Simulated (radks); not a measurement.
The numbers below are computed, except where a source is named.
Mean orbital radii <r> (bohr) of the nitrogen ion N+, [He] 2s2 2p2, at several levels of relativity; Dirac values are averaged over j with weights 2j + 1. Spin-unpolarised spherical Kohn-Sham, PBE, point nucleus unless stated (finite: rms radius 2.5582 fm), a radial shooting solver on a logarithmic mesh with Libxc functionals. A level marked "c x" has the speed of light scaled by that factor and shares open shells by 2j + 1; other Dirac levels either fill j = l - 1/2 first or share by 2j + 1.

| shell | non-rel. | Dirac, c x 0.75 | Dirac, c x 10 | Dirac, c x 100 | change of magnitude, last against first (%) |
|---|---|---|---|---|---|
| 1s | 0.2298 | 0.2295 | 0.2298 | 0.2298 | 0.00 |
| 2s | 1.246 | 1.244 | 1.246 | 1.246 | 0.00 |
| 2p | 1.276 | 1.276 | 1.276 | 1.276 | 0.00 |
